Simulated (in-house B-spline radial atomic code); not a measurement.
Configurations of Pm⁵⁺, with energies counted from [Kr] 4d10 (4f5/2)3 5s2 (5p1/2)2 (5p3/2)3. Computed with a B-spline radial code for spherical atoms: Dirac-Hartree-Fock, average of each configuration as written, Fermi nucleus of rms radius 4.962 fm. Energies include first-order Breit, QED and recoil terms.

Occupations are held fixed; configurations that lie above the ionisation limit could autoionise.

```tsv
configuration	E - E(ref) (eV)	highest orbital	its <r> (bohr)
[Kr] 4d10 (4f7/2)3 5s2 (5p1/2)1 (5p3/2)4	5.8982	4f7/2	0.8395
[Kr] 4d10 (4f7/2)2 5s2 (5p1/2)1 (5p3/2)4 (6d5/2)1	52.263	6d5/2	3.875
[Kr] 4d10 (4f5/2)3 5s2 (5p1/2)2 (5p3/2)2 (6d5/2)1	53.639	6d5/2	3.941
[Kr] 4d10 (4f5/2)1 (4f7/2)2 5s2 (5p1/2)1 (5p3/2)3 (8d3/2)1	75.643	8d3/2	9.138
[Kr] 4d10 (4f5/2)1 (4f7/2)2 5s2 (5p3/2)4 9s1	81.52	9s1/2	10.14
[Kr] (4d3/2)3 (4d5/2)6 (4f5/2)2 (4f7/2)1 5s2 (5p1/2)1 (5p3/2)4 7s1	187.88	7s1/2	4.722
[Kr] (4d3/2)3 (4d5/2)6 (4f5/2)2 (4f7/2)1 5s2 (5p1/2)2 (5p3/2)3 (5g7/2)1	189.82	5g7/2	4.469
```

Question: Order these further configurations by energy, lowest first.
A. [Kr] 4d10 (4f7/2)3 5s2 (5p1/2)2 (5p3/2)3
B. [Kr] (4d3/2)3 (4d5/2)6 (4f5/2)3 5s2 (5p1/2)2 (5p3/2)3 (9g7/2)1
C. [Kr] 4d10 (4f5/2)1 (4f7/2)2 5s2 (5p3/2)4 (8p3/2)1
D. [Kr] 4d10 (4f5/2)2 (4f7/2)1 5s2 (5p3/2)4 6s1
E. [Kr] 4d10 (4f5/2)3 5s2 (5p1/2)1 (5p3/2)4

Answer: A (2.1373 eV), E (4.6005 eV), D (48.267 eV), C (78.283 eV), B (203.67 eV).

Question: How far above the reference does [Kr] 4d10 (4f5/2)1 (4f7/2)2 5s2 (5p1/2)2 (5p3/2)2 (7g7/2)1 lie?

Answer: 74.358 eV; its least bound orbital is 7g7/2 with <r> = 10.37 bohr.

Question: How far above the reference does [Kr] (4d3/2)3 (4d5/2)6 (4f5/2)1 (4f7/2)2 5s2 (5p1/2)2 (5p3/2)3 (8g9/2)1 lie?

Answer: 200.79 eV; its least bound orbital is 8g9/2 with <r> = 14.06 bohr.
